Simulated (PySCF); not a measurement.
**Circular dichroism: `C[C@H]1[SiH2][C@@H](F)[Si@@H]1C#N`, C4H8FNSi2**

Geometry:
| atom | x (Å) | y (Å) | z (Å) |
| --- | --- | --- | --- |
| C1 | 2.046 | -0.149 | -0.607 |
| C2 | 0.717 | -0.468 | 0.071 |
| Si3 | 0.201 | 0.638 | 1.571 |
| C4 | -1.533 | 0.787 | 0.707 |
| F5 | -1.994 | 2.091 | 0.541 |
| Si6 | -0.890 | -0.059 | -0.913 |
| C7 | -1.887 | -1.569 | -1.368 |
| N8 | -2.493 | -2.506 | -1.629 |
| H9 | 2.084 | 0.894 | -0.915 |
| H10 | 2.192 | -0.769 | -1.491 |
| H11 | 2.877 | -0.330 | 0.073 |
| H12 | 0.738 | -1.523 | 0.357 |
| H13 | 0.193 | -0.010 | 2.880 |
| H14 | 0.880 | 1.930 | 1.597 |
| H15 | -2.348 | 0.259 | 1.208 |
| H16 | -0.792 | 0.791 | -2.094 |

The calculation used PySCF, TDDFT BHandHLYP/def2-SVPD circular dichroism and optical rotation, one conformer, gas phase. Geometry: GFN2-xTB.

Problem. Assign R or S to each stereocentre.

Solution. C2 S, C4 R, Si6 R.

Problem. Which excitations and rotatory strengths does the calculation give?

Solution. Rotatory strengths R in 10⁻⁴⁰ esu² cm², velocity form and length form (origin at the centre of mass); f in length form.
| state | E (eV) | λ (nm) | f | R (velocity) | R (length) | main |
| --- | --- | --- | --- | --- | --- | --- |
| 1 | 6.23 | 199 | 0.016 | +19.9 | +20.3 | HOMO→LUMO+1 0.34, HOMO−1→LUMO 0.34 |
| 2 | 6.44 | 192 | 0.011 | -16.4 | -16.9 | HOMO−1→LUMO 0.51, HOMO→LUMO+1 0.36 |
| 3 | 6.64 | 187 | 0.158 | +9.3 | +9.7 | HOMO→LUMO 0.61, HOMO→LUMO+1 0.19 |
| 4 | 6.91 | 179 | 0.012 | +9.6 | +9.1 | HOMO→LUMO+2 0.18, HOMO−3→LUMO 0.12 |
| 5 | 6.98 | 178 | 0.005 | -6.1 | -5.9 | HOMO−2→LUMO 0.56, HOMO−2→LUMO+1 0.22 |
| 6 | 7.05 | 176 | 0.017 | +3.5 | +3.4 | HOMO−1→LUMO+1 0.64 |
| 7 | 7.19 | 173 | 0.005 | +6.0 | +5.7 | HOMO−2→LUMO+1 0.54, HOMO−2→LUMO 0.22 |
| 8 | 7.24 | 171 | 0.005 | -0.4 | -0.4 | HOMO−3→LUMO 0.33, HOMO→LUMO+2 0.28 |
| 9 | 7.42 | 167 | 0.046 | +7.9 | +7.6 | HOMO−1→LUMO+2 0.24, HOMO−5→LUMO 0.17 |
| 10 | 7.70 | 161 | 0.005 | +1.7 | +1.5 | HOMO→LUMO+2 0.33, HOMO−1→LUMO+2 0.13 |
| 11 | 7.80 | 159 | 0.005 | -1.9 | -1.8 | HOMO−1→LUMO+2 0.48 |
| 12 | 7.95 | 156 | 0.004 | -1.4 | -1.1 | HOMO−2→LUMO+2 0.69, HOMO−5→LUMO+2 0.08 |
| 13 | 8.23 | 151 | 0.004 | +3.3 | +3.2 | HOMO−1→LUMO+3 0.18, HOMO−7→LUMO 0.11 |
| 14 | 8.30 | 149 | 0.004 | +0.9 | +1.0 | HOMO→LUMO+3 0.41, HOMO−1→LUMO+4 0.14 |
| 15 | 8.36 | 148 | 0.006 | -3.5 | -4.2 | HOMO→LUMO+4 0.42, HOMO−4→LUMO 0.12 |
| 16 | 8.47 | 146 | 0.056 | -27.3 | -26.4 | HOMO−1→LUMO+4 0.34, HOMO→LUMO+5 0.12 |

Among the states computed, the strongest CD band (largest |R|) is state 16. The largest dissymmetry factor in size, g = 4R/(D+G), with D and G the electric and magnetic dipole strengths, is -0.015 for state 2 (velocity form, f = 0.011), among bands with |R| over 0.5. The mirror image has the same energies and oscillator strengths and all R with the opposite sign.
